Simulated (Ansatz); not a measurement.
C2H5FOSi (`C=C(F)O[SiH3]`). The species carries charge 0 and has multiplicity 1. The geometry is a stationary point of PBE0-D4/def2-TZVP. It is one conformer, not always the lowest.

```xyz
10

C    -0.776   -1.964   -0.299
C    -0.333   -0.722   -0.374
F    -0.303   -0.061   -1.543
O     0.122    0.017    0.625
Si    0.680    1.590    0.527
H    -1.123   -2.466   -1.188
H    -0.788   -2.468    0.655
H     1.054    1.912    1.920
H    -0.391    2.493    0.045
H     1.859    1.669   -0.368
```

Q: What is the dipole moment at ωB97M-V/def2-TZVPP? (An estimate is asked.)

A: Computed: 0.81 D, with components (0.30, 0.58, 0.48) D in this frame, pointing from negative to positive charge.

Q: And with PBE, r2SCAN, B3LYP? (Estimate.)

A: The calculation gave: PBE 0.84 D, r2SCAN 0.86 D, B3LYP 0.82 D.

Q: Give the Mulliken charges with ωB97M-V, PBE, B3LYP in def2-TZVPP. (An estimate is asked.)

A: Ansatz gave: 
| atom | ωB97M-V | PBE | B3LYP |
| --- | --- | --- | --- |
| C1 | -0.27 | -0.28 | -0.30 |
| C2 | 0.35 | 0.31 | 0.37 |
| F3 | -0.20 | -0.17 | -0.21 |
| O4 | -0.34 | -0.27 | -0.34 |
| Si5 | 0.29 | 0.34 | 0.41 |
| H6 | 0.11 | 0.10 | 0.11 |
| H7 | 0.10 | 0.10 | 0.11 |
| H8 | -0.01 | -0.05 | -0.06 |
| H9 | -0.02 | -0.04 | -0.05 |
| H10 | -0.02 | -0.04 | -0.05 |

B3LYP here is the variant with VWN-RPA as its local correlation; programs differ in this.
